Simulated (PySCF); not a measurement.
Delta-SCF ions had no search for a lower state. Excitations are Tamm–Dancoff values on a coarser integration grid. The basis has no diffuse functions, so Rydberg states are missing or too high.

Z-matrix (Å, degrees):
```
C
O 1 1.3586
C 1 1.4018 2 123.23
H 3 1.0893 1 120.56 2 -0.13
C 3 1.3973 4 119.36 1 -179.87
H 5 1.0927 3 119.34 4 -0.16
C 5 1.3957 6 120.37 3 179.78
H 7 1.0920 5 120.46 6 -0.22
C 7 1.3946 8 120.13 5 179.62
H 9 1.0918 7 119.27 8 -0.55
C 9 1.4035 10 118.74 7 179.35
C 2 1.4077 1 119.51 3 0.92
H 12 1.0981 2 106.55 1 179.54
H 12 1.1048 13 108.93 2 -120.76
H 12 1.1049 13 108.96 14 -118.43
C 11 1.4711 9 122.88 10 0.81
C 16 1.3415 11 126.74 9 9.76
H 16 1.0923 17 118.60 11 -179.46
H 17 1.0926 16 120.73 18 1.09
H 17 1.0935 19 116.51 16 179.64
```
Charge 0, multiplicity 1.

Question: What T1 excitation (TDA), S1–T1 gap (TDA), S1 excitation (TDA), vertical ionisation energy (Delta-SCF), dipole moment, S1 oscillator strength, HOMO and HOMO–LUMO gap does PBE-D3(BJ)/def2-TZVP // B3LYP-D3(BJ)/def2-SVP run with PySCF give?

Answer: 
```json
{
  "T1 excitation (TDA)": "2.91 eV",
  "S1–T1 gap (TDA)": "1.06 eV",
  "S1 excitation (TDA)": "3.97 eV",
  "vertical ionisation energy (Delta-SCF)": "7.61 eV",
  "dipole_moment": "1.68 D",
  "S1 oscillator strength": "0.107",
  "HOMO": "-5.19 eV",
  "HOMO–LUMO gap": "3.31 eV"
}
```
